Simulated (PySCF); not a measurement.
AsH₅Si, SMILES [SiH3][AsH2].

Geometry: PBE-D3(BJ)/def2-TZVP.

Level of theory: ωB97X/def2-TZVPD (PySCF).

Isolated molecule, no solvent.

- total energy: -2528.41062 hartree
- point group: Cs
- highest occupied level: -9.79 eV
- lowest empty level: 1.56 eV
- orbital gap: 11.35 eV
- dipole moment: 0.39 D
- quadrupole, principal values (traceless, Buckingham form, about the centre of nuclear charge): -2.04, 0.52, 1.53 D·Å
- mean static polarisability: 65.7 bohr³ (9.73 Å³)
- polarisability, principal values: 58.0, 58.4, 80.6 bohr³
